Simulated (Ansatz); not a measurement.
Ansatz (a quantum-chemistry and plane-wave program) input (B3LYP-D3(BJ)/def2-TZVP):

Ansatz 0.2 input:
```yaml
crystal:
  periodic: [false, false, false]
  atoms:
    - {symbol: Si, position_ang: [-1.36336944, -0.16503706, 0.02445565]}
    - {symbol: O, position_ang: [-2.46259651, -1.07398074, -0.51482827]}
    - {symbol: O, position_ang: [0.15994587, -0.52132487, -0.41052597]}
    - {symbol: C, position_ang: [1.40841389, 0.02401108, -0.14835410]}
    - {symbol: H, position_ang: [-1.36789240, -0.00228107, 1.51624594]}
    - {symbol: H, position_ang: [-1.57156325, 1.29317432, -0.26494149]}
    - {symbol: H, position_ang: [2.15785589, -0.57081851, -0.67338299]}
    - {symbol: H, position_ang: [1.46910237, 1.05928984, -0.49817204]}
    - {symbol: H, position_ang: [1.62997372, 0.00714268, 0.92330881]}
basis:
  gaussian:
    orbitals: def2-TZVP
hamiltonian:
  xc: b3lyp
  dispersion: d3bj
magnetization: {spin_polarized: true, initial_magnetization: 1}
relax: {f_tol: 0.002, max_steps: 150}
```

Output:

```
Functional definition: B3LYP
integrals: 0.07 GiB planned
963 factors; their error is unknown
0.22 GiB of the device are held for the grids
0.66 GiB of device memory are held for the factors and their scratch space
mean field: 0.70 GiB planned
mean field evaluation 1: about -13079.2401 eV, gradient 5.9e1 eV
mean field evaluation 2: about -13000.3471 eV, gradient 1.4e2 eV
mean field evaluation 4: about -13089.1691 eV, gradient 3.1e1 eV
mean field evaluation 8: about -13092.5860 eV, gradient 4.1e-1 eV
mean field evaluation 16: about -13092.6114 eV, gradient 8.5e-4 eV
mean field evaluation 32: about -13092.1847 eV, gradient 5.8e0 eV
mean field -13092.61137021 eV, -481.1445933645 hartree, gradient 1.6e-5 eV, S^2 0.759079; 2 other end points of the search recorded, 0 dependent functions left out
the calculation of the forces begins
reference -13092.61163204 eV, -481.1446029866 hartree; 21, 20 occupied and 139, 140 virtual orbitals, 963 factors
relax step   1: F+E_penalty+E_count = -13092.86731076 eV  Δ(F+E_penalty+E_count) = +0.000e0 eV  max|allowed force component| = 3.504e0 eV/Å  Δτ_max = 0.0000 Å  (83 SCF iters, accepted)
these checks for a lower state are left out or cut short: starts, cluster_reference, orbital_swaps, neighbouring_geometries, increment
integrals: 0.07 GiB planned
963 factors; their error is unknown
0.22 GiB of the device are held for the grids
0.66 GiB of device memory are held for the factors and their scratch space
mean field: 0.70 GiB planned
mean field -13092.84245240 eV, -481.1530854782 hartree, gradient 2.4e-5 eV, S^2 0.756998; 0 other end points of the search recorded, 0 dependent functions left out
the calculation of the forces begins
reference -13092.84271343 eV, -481.1530950709 hartree; 21, 20 occupied and 139, 140 virtual orbitals, 963 factors
relax step   2: F+E_penalty+E_count = -13093.09708360 eV  Δ(F+E_penalty+E_count) = -2.298e-1 eV  max|allowed force component| = 2.434e0 eV/Å  Δτ_max = 0.1082 Å  (60 SCF iters, accepted)
these checks for a lower state are left out or cut short: starts, cluster_reference, orbital_swaps, neighbouring_geometries, increment
integrals: 0.07 GiB planned
963 factors; their error is unknown
0.22 GiB of the device are held for the grids
0.66 GiB of device memory are held for the factors and their scratch space
mean field: 0.70 GiB planned
mean field -13092.94324881 eV, -481.1567896779 hartree, gradient 4.9e-6 eV, S^2 0.753864; 0 other end points of the search recorded, 0 dependent functions left out
the calculation of the forces begins
reference -13092.94350730 eV, -481.1567991773 hartree; 21, 20 occupied and 139, 140 virtual orbitals, 963 factors
relax step   3: F+E_penalty+E_count = -13093.19899393 eV  Δ(F+E_penalty+E_count) = -1.019e-1 eV  max|allowed force component| = 1.044e0 eV/Å  Δτ_max = 0.1384 Å  (58 SCF iters, accepted)
these checks for a lower state are left out or cut short: starts, cluster_reference, orbital_swaps, neighbouring_geometries, increment
integrals: 0.07 GiB planned
963 factors; their error is unknown
0.22 GiB of the device are held for the grids
0.66 GiB of device memory are held for the factors and their scratch space
mean field: 0.70 GiB planned
mean field evaluation 64: about -13093.0060 eV, gradient 2.3e-1 eV
mean field -13093.00628422 eV, -481.1591061866 hartree, gradient 3.0e-6 eV, S^2 0.754316; 0 other end points of the search recorded, 0 dependent functions left out
the calculation of the forces begins
reference -13093.00654261 eV, -481.1591156824 hartree; 21, 20 occupied and 139, 140 virtual orbitals, 963 factors
relax step   4: F+E_penalty+E_count = -13093.26327671 eV  Δ(F+E_penalty+E_count) = -6.428e-2 eV  max|allowed force component| = 3.285e-1 eV/Å  Δτ_max = 0.0719 Å  (57 SCF iters, accepted)
these checks for a lower state are left out or cut short: starts, cluster_reference, orbital_swaps, neighbouring_geometries, increment
integrals: 0.07 GiB planned
[...]
these checks for a lower state are left out or cut short: starts, cluster_reference, orbital_swaps, neighbouring_geometries, increment
integrals: 0.07 GiB planned
963 factors; their error is unknown
0.22 GiB of the device are held for the grids
0.66 GiB of device memory are held for the factors and their scratch space
mean field: 0.71 GiB planned
mean field -13093.10478355 eV, -481.1627259704 hartree, gradient 9.1e-6 eV, S^2 0.754574; 0 other end points of the search recorded, 0 dependent functions left out
the calculation of the forces begins
reference -13093.10504304 eV, -481.1627355063 hartree; 21, 20 occupied and 139, 140 virtual orbitals, 963 factors
relax step  29: F+E_penalty+E_count = -13093.36431612 eV  Δ(F+E_penalty+E_count) = -1.655e-3 eV  max|allowed force component| = 3.770e-2 eV/Å  Δτ_max = 0.0418 Å  (56 SCF iters, accepted)
these checks for a lower state are left out or cut short: starts, cluster_reference, orbital_swaps, neighbouring_geometries, increment
integrals: 0.07 GiB planned
963 factors; their error is unknown
0.22 GiB of the device are held for the grids
0.66 GiB of device memory are held for the factors and their scratch space
mean field: 0.71 GiB planned
mean field -13093.10494958 eV, -481.1627320718 hartree, gradient 8.0e-6 eV, S^2 0.754572; 0 other end points of the search recorded, 0 dependent functions left out
the calculation of the forces begins
reference -13093.10520912 eV, -481.1627416099 hartree; 21, 20 occupied and 139, 140 virtual orbitals, 963 factors
relax step  30: F+E_penalty+E_count = -13093.36487378 eV  Δ(F+E_penalty+E_count) = -5.577e-4 eV  max|allowed force component| = 4.031e-2 eV/Å  Δτ_max = 0.0488 Å  (56 SCF iters, accepted)
these checks for a lower state are left out or cut short: starts, cluster_reference, orbital_swaps, neighbouring_geometries, increment
integrals: 0.07 GiB planned
963 factors; their error is unknown
0.22 GiB of the device are held for the grids
0.66 GiB of device memory are held for the factors and their scratch space
mean field: 0.71 GiB planned
mean field evaluation 384: about -13093.1051 eV, gradient 2.1e-5 eV
mean field -13093.10513768 eV, -481.1627389844 hartree, gradient 1.5e-5 eV, S^2 0.754581; 0 other end points of the search recorded, 0 dependent functions left out
the calculation of the forces begins
reference -13093.10539717 eV, -481.1627485204 hartree; 21, 20 occupied and 139, 140 virtual orbitals, 963 factors
relax step  31: F+E_penalty+E_count = -13093.36515083 eV  Δ(F+E_penalty+E_count) = -2.771e-4 eV  max|allowed force component| = 2.874e-2 eV/Å  Δτ_max = 0.0232 Å  (56 SCF iters, accepted)
these checks for a lower state are left out or cut short: starts, cluster_reference, orbital_swaps, neighbouring_geometries, increment
integrals: 0.07 GiB planned
963 factors; their error is unknown
0.22 GiB of the device are held for the grids
0.66 GiB of device memory are held for the factors and their scratch space
mean field: 0.71 GiB planned
mean field -13093.10531883 eV, -481.1627456414 hartree, gradient 1.4e-5 eV, S^2 0.754564; 0 other end points of the search recorded, 0 dependent functions left out
the calculation of the forces begins
reference -13093.10557817 eV, -481.1627551720 hartree; 21, 20 occupied and 139, 140 virtual orbitals, 963 factors
relax step  32: F+E_penalty+E_count = -13093.36548646 eV  Δ(F+E_penalty+E_count) = -3.356e-4 eV  max|allowed force component| = 2.774e-2 eV/Å  Δτ_max = 0.0407 Å  (56 SCF iters, accepted)
these checks for a lower state are left out or cut short: starts, cluster_reference, orbital_swaps, neighbouring_geometries, increment
integrals: 0.07 GiB planned
963 factors; their error is unknown
0.22 GiB of the device are held for the grids
0.66 GiB of device memory are held for the factors and their scratch space
mean field: 0.71 GiB planned
mean field -13093.10546022 eV, -481.1627508376 hartree, gradient 8.1e-6 eV, S^2 0.754560; 0 other end points of the search recorded, 0 dependent functions left out
the calculation of the forces begins
reference -13093.10571942 eV, -481.1627603630 hartree; 21, 20 occupied and 139, 140 virtual orbitals, 963 factors
relax step  33: F+E_penalty+E_count = -13093.36563335 eV  Δ(F+E_penalty+E_count) = -1.469e-4 eV  max|allowed force component| = 1.048e-2 eV/Å  Δτ_max = 0.0292 Å  (58 SCF iters, accepted)
these checks for a lower state are left out or cut short: starts, cluster_reference, orbital_swaps, neighbouring_geometries, increment
integrals: 0.07 GiB planned
963 factors; their error is unknown
0.22 GiB of the device are held for the grids
0.66 GiB of device memory are held for the factors and their scratch space
mean field: 0.71 GiB planned
mean field evaluation 416: about -13093.1055 eV, gradient 1.6e-5 eV
mean field -13093.10553202 eV, -481.1627534760 hartree, gradient 2.2e-5 eV, S^2 0.754556; 0 other end points of the search recorded, 0 dependent functions left out
the calculation of the forces begins
reference -13093.10579120 eV, -481.1627630008 hartree; 21, 20 occupied and 139, 140 virtual orbitals, 963 factors
relax step  34: F+E_penalty+E_count = -13093.36568066 eV  Δ(F+E_penalty+E_count) = -4.731e-5 eV  max|allowed force component| = 5.073e-3 eV/Å  Δτ_max = 0.0164 Å  (57 SCF iters, accepted)
these checks for a lower state are left out or cut short: starts, cluster_reference, orbital_swaps, neighbouring_geometries, increment
integrals: 0.07 GiB planned
963 factors; their error is unknown
0.22 GiB of the device are held for the grids
0.66 GiB of device memory are held for the factors and their scratch space
mean field: 0.71 GiB planned
mean field -13093.10561469 eV, -481.1627565140 hartree, gradient 1.9e-5 eV, S^2 0.754559; 0 other end points of the search recorded, 0 dependent functions left out
the calculation of the forces begins
reference -13093.10587391 eV, -481.1627660405 hartree; 21, 20 occupied and 139, 140 virtual orbitals, 963 factors
relax step  35: F+E_penalty+E_count = -13093.36569824 eV  Δ(F+E_penalty+E_count) = -1.758e-5 eV  max|allowed force component| = 2.630e-3 eV/Å  Δτ_max = 0.0103 Å  (56 SCF iters, accepted)
these checks for a lower state are left out or cut short: starts, cluster_reference, orbital_swaps, neighbouring_geometries, increment
integrals: 0.07 GiB planned
963 factors; their error is unknown
0.22 GiB of the device are held for the grids
0.66 GiB of device memory are held for the factors and their scratch space
mean field: 0.71 GiB planned
mean field -13093.10564979 eV, -481.1627578040 hartree, gradient 1.6e-5 eV, S^2 0.754562; 0 other end points of the search recorded, 0 dependent functions left out
the calculation of the forces begins
reference -13093.10590904 eV, -481.1627673312 hartree; 21, 20 occupied and 139, 140 virtual orbitals, 963 factors
relax step  36: F+E_penalty+E_count = -13093.36570007 eV  Δ(F+E_penalty+E_count) = -1.829e-6 eV  max|allowed force component| = 2.278e-3 eV/Å  Δτ_max = 0.0027 Å  (47 SCF iters, accepted)
these checks for a lower state are left out or cut short: starts, cluster_reference, orbital_swaps, neighbouring_geometries, increment
integrals: 0.07 GiB planned
963 factors; their error is unknown
0.22 GiB of the device are held for the grids
0.66 GiB of device memory are held for the factors and their scratch space
mean field: 0.71 GiB planned
mean field evaluation 448: about -13093.1056 eV, gradient 1.3e-5 eV
mean field -13093.10564941 eV, -481.1627577899 hartree, gradient 1.3e-5 eV, S^2 0.754563; 0 other end points of the search recorded, 0 dependent functions left out
the calculation of the forces begins
reference -13093.10590866 eV, -481.1627673174 hartree; 21, 20 occupied and 139, 140 virtual orbitals, 963 factors
relax step  37: F+E_penalty+E_count = -13093.36570087 eV  Δ(F+E_penalty+E_count) = -7.979e-7 eV  max|allowed force component| = 6.738e-4 eV/Å  Δτ_max = 0.0010 Å  (47 SCF iters, accepted)
integrals: 0.07 GiB planned
963 factors; their error is unknown
0.22 GiB of the device are held for the grids
0.66 GiB of device memory are held for the factors and their scratch space
mean field: 0.71 GiB planned
mean field evaluation 480: about -13093.1056 eV, gradient 1.4e-5 eV
mean field -13093.10564941 eV, -481.1627577899 hartree, gradient 1.3e-5 eV, S^2 0.754563; 3 other end points of the search recorded, 0 dependent functions left out
the calculation of the forces begins
reference -13093.10590866 eV, -481.1627673174 hartree; 21, 20 occupied and 139, 140 virtual orbitals, 963 factors
Total energy: -13093.36596012 eV, -481.1723240322 hartree
Atom 0 at    -1.307795     0.116228     0.025878 Å, force     0.000378    -0.000500    -0.000137 eV/Å
Atom 1 at    -1.744952    -1.425145    -0.365788 Å, force    -0.000110     0.000240     0.000086 eV/Å
Atom 2 at     0.159357     0.625977    -0.465381 Å, force    -0.000257    -0.000083     0.000187 eV/Å
Atom 3 at     1.402352     0.026072    -0.116499 Å, force    -0.000093     0.000470    -0.000106 eV/Å
Atom 4 at    -1.379574    -0.006714     1.512083 Å, force    -0.000104     0.000140    -0.000121 eV/Å
Atom 5 at    -2.269588     1.078139    -0.544366 Å, force    -0.000159     0.000034     0.000104 eV/Å
Atom 6 at     1.496644    -0.962334    -0.570854 Å, force    -0.000207    -0.000641     0.000027 eV/Å
Atom 7 at     2.199197     0.667532    -0.489768 Å, force     0.000674     0.000516    -0.000059 eV/Å
Atom 8 at     1.504228    -0.069581     0.968500 Å, force    -0.000122    -0.000175     0.000019 eV/Å
Dipole moment:     0.297293     0.185368     0.168491 e Å
```

It need not be the lowest isomer of its formula.
